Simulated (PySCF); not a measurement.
Vertical excitations of a molecule C₅H₁₂Si from PySCF 2.14.0 with TDA-LC-ωPBE/def2-SVPD, as energy in eV (oscillator strength): 8.21 (0.005), 8.70 (0.000), 8.77 (0.006), 8.83 (0.174), 9.09 (0.064), 9.10 (0.183). Lowest triplet (TDA): 7.62 eV. Coordinates come from a B3LYP-D3(BJ)/def2-SVP optimisation. Other conformers were not sampled.

**Question.** Identify the compound among the candidates.
A) C[SiH](C)C1CC1
B) C=C([SiH3])CCC
C) C=C(CC)C[SiH3]
D) CC1([SiH3])CCC1

**Answer.** D, CC1([SiH3])CCC1
